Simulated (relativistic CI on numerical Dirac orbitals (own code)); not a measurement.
**Sensitivity of the levels of Fe¹⁷⁺ to α and to the nuclear radius**

Computed by Dirac-Coulomb-Breit CI, orbitals from a KLI potential per configuration, derivatives by finite differences, unscaled Slater integrals, QED left out (own radial code, finite nucleus).

Configurations in the expansion (outside the closed core 1s2): 2s2 2p5, 2s 2p6, 2p6 3s, 2p6 3p, 2s2 2p4 3s, 2p6 3d, 2s2 2p4 3p, 2s2 2p4 3d. Levels of other configurations are missing.

With x = (α/α₀)² − 1 an excitation energy changes as ω = ω₀ + qx; K = 2q/ω₀ is the relative enhancement. Terms are leading LS components, so labels can repeat. The field-shift factor is F = δν/δ⟨r²⟩ for the transition from the lowest level.

Lowest level 2s2 2p5 2P°_3/2.

| Level | ω₀ (cm⁻¹) | q (cm⁻¹) | K | F (GHz/fm²) |
| --- | --- | --- | --- | --- |
| 2s2 2p5 2P°_1/2 | 102233 | 104200 | 2.04 | -0.194 |
| 2s 2p6 2S_1/2 | 1079607 | 131200 | 0.243 | -87.1 |
| 2s2 2p4 3s 4P_5/2 | 6215661 | -33280 | -0.0107 | 28.7 |
| 2s2 2p4 3s 2P_3/2 | 6242832 | -31760 | -0.0102 | 28.6 |
| 2s2 2p4 3s 4P_1/2 | 6293806 | 19650 | 0.00624 | 28.3 |
| 2s2 2p4 3s 4P_3/2 | 6312116 | 60330 | 0.0191 | 28.5 |
| 2s2 2p4 3s 2P_1/2 | 6336985 | 52160 | 0.0165 | 28.2 |
| 2s2 2p4 3s 2D_5/2 | 6395779 | 52290 | 0.0164 | 28.6 |
| 2s2 2p4 3s 2D_3/2 | 6399660 | 56470 | 0.0176 | 28.5 |
| 2s2 2p4 3p 4P°_3/2 | 6465254 | -23900 | -0.00739 | 7.8 |
| 2s2 2p4 3p 4P°_5/2 | 6467856 | -15540 | -0.0048 | 7.78 |
| 2s2 2p4 3p 4D°_7/2 | 6495757 | -3081 | -0.000949 | 7.76 |
| 2s2 2p4 3p 2P°_1/2 | 6497382 | -2198 | -0.000677 | 7.71 |
| 2s2 2p4 3p 2D°_5/2 | 6498586 | -10940 | -0.00337 | 7.79 |
| 2s2 2p4 3s 2S_1/2 | 6548068 | 128400 | 0.0392 | 26 |
| 2s2 2p4 3p 4D°_1/2 | 6548985 | 24180 | 0.00738 | 7.36 |
| 2s2 2p4 3p 4D°_3/2 | 6550133 | 37990 | 0.0116 | 7.7 |
| 2s2 2p4 3p 4P°_1/2 | 6554924 | 60460 | 0.0184 | 7.64 |
| 2s2 2p4 3p 4D°_3/2 | 6568291 | 41110 | 0.0125 | 7.45 |
| 2s2 2p4 3p 4D°_5/2 | 6583965 | 93450 | 0.0284 | 7.58 |
| 2s2 2p4 3p 2P°_3/2 | 6589448 | 66270 | 0.0201 | 7.55 |
| 2s2 2p4 3p 2S°_1/2 | 6604787 | 88750 | 0.0269 | 7.54 |
| 2s2 2p4 3p 2D°_3/2 | 6608155 | 86840 | 0.0263 | 7.57 |

At this charge energies of transitions that change n are usually good to better than 1 %, and those within a shell (Δn = 0) to a few per cent.
